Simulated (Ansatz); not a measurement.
Computed with Ansatz on PBE0-D4/def2-TZVP structures; ΔE is electronic, products minus reactants. CCSD(T)/CBS adds triple-zeta CCSD(T) − MP2 to the extrapolated MP2 energy (def2 sets, frozen cores). Functionals use def2-TZVPP. One conformer a species, not always the lowest.

Consider the isomerisation: `B[SiH](C)CF` → `CB[SiH](C)F`.

```tsv
level	ΔE (kJ/mol)
PBE-D4	-246.5
ωB97M-V	-254.2
```

(1) What does CCSD(T)/CBS give? (An estimate is asked.)

Largest T1 diagnostic among the species: 0.011.

Answers

(1) Ansatz gave: -259.0 kJ/mol. The listed levels differ from it by 12.5, 4.8 kJ/mol.

From PBE to PBE0 (25 % exact exchange), in def2-TZVPP and without D4, ΔE moves by −5.1 kJ/mol.
